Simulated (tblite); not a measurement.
C3H9F3OSi2.
Structure used (GFN2-xTB), in Å, numbered top down from 1:
```
atom  x, y, z in Å
F1     1.2396    2.3645   -0.1092
Si2    1.9662    1.1874    0.7299
C3     1.3957   -0.4411   -0.0766
C4    -0.0833   -0.3570   -0.4365
Si5   -0.8836   -2.0392   -0.8959
O6    -0.7763    0.1377    0.7413
C7    -1.6835    1.0902    0.5209
F8    -2.0530    1.6142    1.6994
F9    -2.8334    0.5879   -0.0291
H10    1.5183    1.3665    2.0973
H11    3.3852    1.4230    0.5085
H12    1.5520   -1.2708    0.6120
H13    1.9588   -0.6679   -0.9820
H14   -0.2094    0.3846   -1.2344
H15   -0.1006   -2.5863   -2.0069
H16   -2.2678   -1.8162   -1.2970
H17   -0.7801   -2.8813    0.2925
H18   -1.3535    1.9102   -0.1457
```

Method: GFN2-xTB as coded in tblite; computed harmonic values from a numerical Hessian at the method's own geometry, unscaled. This tight-binding method is rough: wavenumbers can miss measured ones by several per cent, in bad cases by 10 to 20. Modes of hydrogen on silicon can be 10 to 20 % off. One conformer, not necessarily the lowest.

Harmonic wavenumbers (cm⁻¹): 35.2, 43.3, 56.8, 83.1, 102.3, 116.0, 163.4, 184.5, 229.7, 312.7, 360.8, 426.3, 487.3, 518.5, 547.3, 565.0, 571.1, 612.3, 687.3, 739.2, 753.5, 760.5, 768.9, 773.8, 786.6, 798.9, 821.2, 939.3, 981.4, 1057.2, 1084.1, 1133.3, 1171.4, 1211.4, 1268.6, 1277.8, 1305.9, 1334.4, 1463.8, 2261.8, 2303.6, 2321.9, 2332.8, 2383.3, 2855.1, 2892.4, 2988.4, 3001.0.

A = 1218, B = 899.8, C = 578.2 MHz; mass 174.014 u (most abundant isotopes); point group C1, symmetry number 1.

Q: What is the zero-point energy?

A: ½Σν̃ = 24937 cm⁻¹ = 298.32 kJ/mol.

Q: Entropy at 273.15 K, 1 bar (ideal gas, RRHO, classical rotation)?

A: Translation 171.38, rotation 126.97, vibration 160.92: S = 459.3 J/(mol K).

Q: And Cp and H(273.15 K) − H(0)?

A: Cp = 180.68 J/(mol K), of which vibrations give 147.42 (their classical limit is 48 R = 399.1); H(273.15 K) − H(0) = 30.73 kJ/mol without the zero-point energy, 21.64 from vibrations.

Q: How do the functions run with temperature in this model?

A: 
```json
{"T (K)": "100", "S (J/(mol K))": "327.3", "Cp (J/(mol K))": "97.3", "H − H(0) (kJ/mol)": "6.79", "G − H(0) (kJ/mol)": "-25.94", "ln q(vib)": "3.34"}
{"T (K)": "200", "S (J/(mol K))": "408.8", "Cp (J/(mol K))": "144.5", "H − H(0) (kJ/mol)": "18.82", "G − H(0) (kJ/mol)": "-62.95", "ln q(vib)": "7.22"}
{"T (K)": "300", "S (J/(mol K))": "476.8", "Cp (J/(mol K))": "193.2", "H − H(0) (kJ/mol)": "35.75", "G − H(0) (kJ/mol)": "-107.29", "ln q(vib)": "10.76"}
{"T (K)": "500", "S (J/(mol K))": "593.9", "Cp (J/(mol K))": "265.6", "H − H(0) (kJ/mol)": "82.21", "G − H(0) (kJ/mol)": "-214.73", "ln q(vib)": "17.35"}
{"T (K)": "800", "S (J/(mol K))": "733.6", "Cp (J/(mol K))": "327.3", "H − H(0) (kJ/mol)": "172.09", "G − H(0) (kJ/mol)": "-414.76", "ln q(vib)": "26.17"}
{"T (K)": "1000", "S (J/(mol K))": "809.5", "Cp (J/(mol K))": "352.5", "H − H(0) (kJ/mol)": "240.22", "G − H(0) (kJ/mol)": "-569.26", "ln q(vib)": "31.39"}
```

q(vib) and H(0) count from the zero-point level.

Q: Blend soft modes into free rotors: weight 1/[1 + (100 cm⁻¹/ν̃)⁴] for the oscillator and the rest for a rotor with moment μB/(μ + B), μ = h/(8π²ν), B = 10⁻⁴⁴ kg m². What vibrational entropy results?

A: 141.75 J/(mol K) in place of 160.92, which changes −T·S at 273.15 K by +5.23 kJ/mol.

Hindered rotation and anharmonicity are outside this model. Other conformers, if any are populated, would add a mixing term that is left out. The structure is chiral; the term R ln 2 for an equal mix with its mirror image is left out.

On Arm Neoverse V2, one thread, shared host, this took 0.65 s. This covers the Hessian and the dipole derivatives.
